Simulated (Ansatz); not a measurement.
Harmonic frequencies (cm⁻¹) at PBE0-D4/def2-TZVP from Ansatz: 69, 75, 96, 126, 142, 208, 219, 386, 396, 443, 665, 749, 750, 2092, 3449.

(1) Which molecule is it?
A. `C#[C][Hf]([F])([Cl])[Cl]`
B. `[OH][Hf]([OH])([F])[Cl]`
C. `C#[C][Hf]([Cl])([Cl])[Cl]`
D. `O=C=[N][Hf]([F])([F])[F]`

Results:

(1) A.
